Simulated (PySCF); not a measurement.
Task: Write Cartesian coordinates for InChI=1S/C4H15BN2O2Si/c1-6(2)10-7(3)4-5(8)9/h8-9H,4,10H2,1-3H3 as optimised with PBE0-D3(BJ)/def2-SVP.

Result: 
```xyz
25
C4H15BN2O2Si angstrom
C      1.9754   -0.4226    1.1857
N      1.4440    0.6160    0.3233
C      2.1194    1.8875    0.4710
Si     0.7621    0.1033   -1.2253
N     -0.7636   -0.6740   -1.0409
C     -0.8905   -2.0886   -0.7968
C     -1.9414    0.1044   -0.6666
B     -2.1136    0.3492    0.9114
O     -3.3405    0.3432    1.5115
O     -1.0467    0.6207    1.6894
H      1.8983   -0.1280    2.2468
H      1.3995   -1.3534    1.0667
H      3.0383   -0.6508    0.9731
H      1.6633    2.6426   -0.1859
H      2.0332    2.2519    1.5098
H      3.1991    1.8327    0.2276
H      1.6649   -0.8779   -1.9029
H      0.5883    1.3716   -1.9907
H      0.0211   -2.6193   -1.1116
H     -1.7355   -2.5154   -1.3694
H     -1.0664   -2.3273    0.2721
H     -1.8722    1.1021   -1.1424
H     -2.8377   -0.3618   -1.1227
H     -4.0445    0.1208    0.8979
H     -0.2017    0.6764    1.1908
```

Any rigid rotation of these coordinates is as good. Atoms count from 1 in this order. O9 (boron-bound oxygen) is bent (angle 112.3°). Si4 (SiH2 silicon) is distorted tetrahedral (angles from 104.3° to 113.3°). Of the pairs four or more bonds apart, those above aside, Si4···H25 is among the closest relative to their van der Waals radii: 2.66 Å, 81 % of the sum of Bondi's values. B8 (three-coordinate boron) is planar (angles 121.8°, 120.9° and 117.3°, sum 360.0°, 0.02 Å off the plane of its three neighbours).

Bonds between heavy atoms (Å): C1–N2 1.451, N2–C3 1.447, N2–Si4 1.768, Si4–N5 1.722, N5–C6 1.441, N5–C7 1.461, C7–B8 1.606, B8–O9 1.366, B8–O10 1.348.

Computed, not measured: PBE0-D3(BJ)/def2-SVP geometry optimisation, gas phase (PySCF).

Point group: C1 (no symmetry element, even within 0.4 Å). No PBE0-D3(BJ)/def2-SVP frequencies stand behind this structure, so it isn't proved a minimum. One conformer, not necessarily the lowest (C1–N2–Si4–N5 73°, N2–Si4–N5–C6 -88°, Si4–N5–C7–B8 -84°, N5–C7–B8–O9 -143°, C7–B8–O9–H 4°).

Hardware: one thread, Arm Neoverse V2 (aarch64), shared host. Cost: 7.4 min, 1.4 GiB resident at most. This is the geometry optimisation.
